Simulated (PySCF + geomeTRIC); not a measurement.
Calculation: PBE0-D4/def2-TZVP run with PySCF + geomeTRIC. fastk is a local helper that only speeds up exchange builds. No frequencies were computed at this level.

```python
import json, numpy as np
from pyscf import gto, dft
from fastk import lowrank_exchange
atoms = """
S      1.512872    -1.187631    -0.222046
In    -0.577505    -0.014505     0.096350
Cl    -0.493325     2.289187     0.039508
Cl    -2.593039    -1.057967     0.445377
H      2.150998    -0.029084    -0.359188
"""
def scf(charge, spin, dm0=None):
    mol = gto.M(atom=atoms, basis='def2-tzvp', ecp={'In': 'def2-tzvp'}, charge=charge, spin=spin, verbose=3, max_memory=5040)
    mf = dft.KS(mol, xc='pbe0').density_fit(auxbasis="def2-universal-jkfit")
    mf.disp = 'd4'
    mf.grids.level = 3
    mf.conv_tol = 1e-8
    mf.max_cycle = 60
    mf.kernel(dm0)
    if not mf.converged:
        mf = mf.newton().run(mf.mo_coeff, mf.mo_occ).undo_soscf()
    return mf
mf = scf(0, 0)
from pyscf.geomopt.geometric_solver import kernel as optimize
path = []
done, mol = optimize(mf, maxsteps=80, assert_convergence=False, callback=lambda env: path.append((env["energy"], bool(env["g_scanner"].converged))))
res = dict(converged=bool(done and path[-1][1]), energy=path[-1][0], path=[e for e, c in path], xyz=mol.atom_coords(unit="Angstrom").tolist(), nao=mol.nao)
json.dump(res, open("result.json", "w"))
```

Output:

```
converged SCF energy = -1509.0752273043
Geometry optimization cycle 1
converged SCF energy = -1509.07522730349
cycle 1: E = -1509.0752273  dE = -1509.08  norm(grad) = 0.0242842
Geometry optimization cycle 2
converged SCF energy = -1509.07632700789
cycle 2: E = -1509.07632701  dE = -0.0010997  norm(grad) = 0.00161072
Geometry optimization cycle 3
converged SCF energy = -1509.07638636766
cycle 3: E = -1509.07638637  dE = -5.93598e-05  norm(grad) = 0.000962037
Geometry optimization cycle 4
converged SCF energy = -1509.07640567461
cycle 4: E = -1509.07640567  dE = -1.93069e-05  norm(grad) = 0.000168561
Geometry optimization cycle 5
converged SCF energy = -1509.07640577141
cycle 5: E = -1509.07640577  dE = -9.68037e-08  norm(grad) = 0.000134605
<class 'geometric.internal.Distance'> : 4
<class 'geometric.internal.Angle'> : 3
<class 'geometric.internal.OutOfPlane'> : 1
<class 'geometric.internal.Dihedral'> : 2
<class 'geometric.internal.TranslationX'> : 1
<class 'geometric.internal.TranslationY'> : 1
<class 'geometric.internal.TranslationZ'> : 1
<class 'geometric.internal.RotationA'> : 1
<class 'geometric.internal.RotationB'> : 1
<class 'geometric.internal.RotationC'> : 1
Step    0 : Gradient = 1.086e-02/1.677e-02 (rms/max) Energy = -1509.0752273035
Step    1 : Displace = 2.869e-02/4.407e-02 (rms/max) Trust = 1.000e-01 (=) Grad = 7.203e-04/9.532e-04 (rms/max) E (change) = -1509.0763270079 (-1.100e-03) Quality = 1.042
Step    2 : Displace = 1.876e-02/2.954e-02 (rms/max) Trust = 1.414e-01 (+) Grad = 4.302e-04/5.774e-04 (rms/max) E (change) = -1509.0763863677 (-5.936e-05) Quality = 1.456
Step    3 : Displace = 1.857e-02/2.895e-02 (rms/max) Trust = 2.000e-01 (+) Grad = 7.538e-05/1.208e-04 (rms/max) E (change) = -1509.0764056746 (-1.931e-05) Quality = 0.951
Step    4 : Displace = 8.691e-04/1.209e-03 (rms/max) Trust = 2.828e-01 (+) Grad = 6.020e-05/9.078e-05 (rms/max) E (change) = -1509.0764057714 (-9.680e-08) Quality = 0.224
Converged! =D
```

Cost: roughly 90 core-seconds.
